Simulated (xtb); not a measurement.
F4Se (SMILES F[Se](F)(F)F), singlet, at a GFN2-xTB geometry, atoms displaced at random by about 0.1 Å a coordinate. Base run: GFN1-xTB (xtb).

xtb was given this input:
```
$ xtb mol.xyz --gfn 1 --opt --json

# file mol.xyz
5

Se    -0.08349753    -0.03991463     0.25902530
F      1.17140539     1.26418397    -0.32532485
F      1.43330335    -0.84088672    -0.35438125
F     -0.88594090    -1.43592187    -0.33608716
F     -1.32224080     1.21520228    -0.46397704
```

Each row names what was changed in the base input (with any setting that the change needs).

| change | ΔE vs base (µEh) | optimiser steps |
|---|---|---|
| base | 0.0 | 20 |
| opt level = loose | 0.0 | 20 |
| alpb = acetone | -273 | 17 |
| opt level = lax | 0.0 | 20 |
| opt level = crude | 6095 | 4 |
| alpb = ch2cl2 | 930 | 17 |
| opt level = vtight | -0.2 | 22 |
| opt level = sloppy | 6038 | 5 |
| engine = lbfgs | 0.5 | - |
| engine = inertial | 6065 | - |
